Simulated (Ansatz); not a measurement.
The cluster CdI₂. Charge 0, multiplicity 3. Geometry r2SCAN-D4/def2-TZVP; atoms count from 1.

```csv
atom,x (Å),y (Å),z (Å)
Cd1,-1.297,0.745,-0.474
I2,1.077,-0.636,-1.353
I3,0.219,-0.109,1.827
```

In the def2 sets Cd, I take a core potential; there is no spin–orbit coupling. At PBE0-D4/def2-TZVP a singlet of charge 0 lies 2.25 eV below the triplet, each at its own geometry. The structure comes from a short search, and lower isomers may exist.

(1) Estimate the Mulliken populations from the PBE0/def2-TZVP orbitals of Ansatz.

(2) Where does the spin sit?

(3) And the Mayer bond orders between bonded heavy atoms (over 0.3)?

Answers

(1) 
```csv
atom,charge (e),spin (α − β),d electrons
Cd1,0.39,0.79,10.01
I2,-0.19,0.60,–
I3,-0.19,0.60,–
```
Mulliken values and Mayer orders depend strongly on the basis.

(2) Summed by element: Cd 0.79, I 1.21, of 2 unpaired in all. Largest on single atoms: Cd1 0.79, I2 0.60, I3 0.60.

(3) Cd1–I2 0.51 (2.88 Å); Cd1–I3 0.51 (2.88 Å); I2–I3 0.51 (3.34 Å).
